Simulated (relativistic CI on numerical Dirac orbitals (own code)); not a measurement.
# Pb⁷⁴⁺: sensitivity of the levels to the model

Base calculation: Dirac-Coulomb-Breit CI, orbitals from a KLI potential per configuration, model QED (radiative potential, 1s self-energy scaled to tabulated hydrogen-like ionisation energies), unscaled Slater integrals.

Configuration list (outside the closed core 1s2): 2s2 2p4, 2s 2p5, 2p6, 2s2 2p3 3s, 2p5 3s, 2p5 3p, 2s2 2p3 3p, 2p5 3d, 2s2 2p3 3d, 2s 2p4 3s, 2s 2p4 3p, 2s 2p4 3d, 2s2 2p3 4s, 2s2 2p3 4p, 2s2 2p3 4d, 2s2 2p3 4f, 2s2 2p2 3s2, 2s2 2p2 3s 3p, 2s 2p4 4s, 2s2 2p3 5s, 2s2 2p2 3s 3d, 2s2 2p3 5p, 2s2 2p2 3p2, 2s2 2p3 5d, 2s 2p4 4p, 2s2 2p3 5f, 2s2 2p3 5g, 2s 2p4 4d, 2s2 2p2 3p 3d, 2s 2p4 4f, 2s 2p3 3s2, 2s2 2p2 3d2, 2s 2p3 3s 3p, 2s 2p3 3s 3d, 2s 2p3 3p2, 2s 2p3 3p 3d. Levels of other configurations are missing.

Variants: (1) configuration mixing switched off; (2) QED terms removed. Shifts of the energy above 2s2 2p4 3P_2, in eV, for the lowest level and the first level of each name with at least 55 % of one term (blank where a level changes its place among those of its configuration and J or its character, or is not in the variant):

| Level | Base | Δ(1) | Δ(2) |
| --- | --- | --- | --- |
| 2s2 2p4 3P_2 | 0.0 | 0.0 | 0.0 |
| 2s2 2p4 1S_0 | 71.5 | +1.9 | 0.0 |
| 2s2 2p4 3P_1 | 2263.5 | -0.5 | -1.4 |
| 2s2 2p4 1D_2 | 2282.1 | -0.5 | -1.4 |
| 2s 2p5 3P°_2 | 2745.3 | -0.4 | +24.4 |
| 2s 2p5 1P°_1 | 2843.9 | +0.1 | +24.4 |
| 2s2 2p4 3P_0 | 4579.8 | +4.3 | -2.6 |
| 2s 2p5 3P°_0 | 5023.9 | -0.7 | +23.0 |
| 2s 2p5 3P°_1 | 5065.0 | -0.5 | +23.0 |
| 2p6 1S_0 | 5632.7 | -6.5 | +48.6 |
| 2s2 2p3 3p 3P_0 | 11484.6 | +0.8 | +3.4 |
| 2s2 2p3 3d 3P°_0 | 11575.0 | +0.1 | +5.0 |
| 2s2 2p3 3s 3S°_1 | 12886.3 | +0.2 | -4.9 |
| 2s2 2p3 3s 3D°_3 | 12896.6 | +0.1 | -4.9 |
| 2s2 2p3 3s 1D°_2 | 12907.3 | +0.4 | -4.9 |
| 2s2 2p3 3s 3P°_0 | 12961.4 | +2.6 | -4.8 |
| 2s2 2p3 3s 3P°_1 | 12964.9 | +2.0 | -4.9 |
| 2s2 2p3 3p 3D_1 | 13099.3 | +1.7 | +2.5 |
| 2s 2p4 3s 5P_3 | 13286.4 | +0.1 | +21.0 |
| 2s 2p4 3s 3P_2 | 13322.4 | -1.1 | +21.0 |
| 2s 2p4 3s 3S_1 | 13415.2 | +0.5 | +21.1 |
| 2s 2p4 3s 1S_0 | 13459.7 | -1.5 | +21.0 |

At this charge energies of transitions that change n are usually good to better than 1 %, and those within a shell (Δn = 0) to a few per cent.

Ionisation energy from the two ground configurations alone: base 20372.6 eV; QED terms removed 20377.5 eV. The NIST ASD value (theoretical) is 20380 eV.

LS names give the leading component of a level, which can be under half, so a name can repeat, a term be missing and a line seem to break the LS rules.
